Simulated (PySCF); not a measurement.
# Static response to an electric field

Compound: C4HF3N2Se.
Atom-mapped SMILES: `[F:1][C:2]([F:3])=[C:4]([F:5])[c:6]1[cH:7][n:8][se:9][n:10]1` (hydrogens: H11 on C7)

Cartesian coordinates in Å at the PBE0-D3(BJ)/def2-SVP level; atoms count from 1:
```xyz
11
C4HF3N2Se angstrom
F     -1.8840   -1.6431    1.2308
C     -1.9996   -0.5787    0.4971
F     -3.2395   -0.3056    0.2002
C     -0.9682    0.1700    0.0786
F     -1.2472    1.2385   -0.6765
C      0.4441   -0.0470    0.3565
C      1.4614    0.8338   -0.1891
N      2.6922    0.5528    0.1218
Se     2.6618   -0.9061    1.1706
N      0.8786   -1.0315    1.1040
H      1.2383    1.6914   -0.8300
```

Level: PBE0/def2-SVPD (PySCF), static field, nuclei fixed, core orbitals frozen in the response. The polarisability tensor in these axes (au):

```
x   129.87  -2.91   9.29
y    -2.91  76.19 -17.18
z     9.29 -17.18  65.37
```

Q: Give the principal values, the mean and the anisotropy Δα = √{½[(α1 − α2)² + (α2 − α3)² + (α1 − α3)²]}.

A: Principal values 52.34, 87.37 and 131.72 au; mean 90.48 au = 13.41 Å³ = 14.92 × 10⁻⁴⁰ C²·m²/J; Δα = 68.91 au (76 % of the mean).

Q: What is the dipole moment, and where does it point?

A: (0.38, -0.08, 0.07) D, 0.39 D in size, pointing from the negative to the positive side. Measured along this direction, the outermost atoms are F3 at the negative end and Se9 at the positive end.

Q: What are the principal values of the traceless quadrupole moment, Θ = ½Σq(3rr − r²1), about the centre of nuclear charge?

A: -5.29, 1.62, 3.67 D·Å. The values depend on the origin, since the dipole doesn't vanish. The electronic extent ⟨r²⟩ about the same centre is 2180 bohr², a root-mean-square distance of 2.47 Å for the 100 electrons.

Q: What depolarisation ratio follows for Rayleigh scattering of linearly polarised light, taking the static tensor?

A: ρ = 3Δα²/(45ᾱ² + 4Δα²) = 14246.4/(368376 + 18995.1) = 0.0368.

Q: Refractivity n − 1 of an ideal gas of it at 350 K and 1 atm, from the electronic α?

A: N = p/kT = 2.0968 × 10¹⁹ cm⁻³, so n − 1 = 2π × N × 13.41 × 10⁻²⁴ cm³ = 1766 × 10⁻⁶ at long wavelengths.

One conformer (not necessarily the lowest) at the PBE0-D3(BJ)/def2-SVP geometry, without solvent, vibrations or thermal averaging. The calculation is non-relativistic, for selenium too.
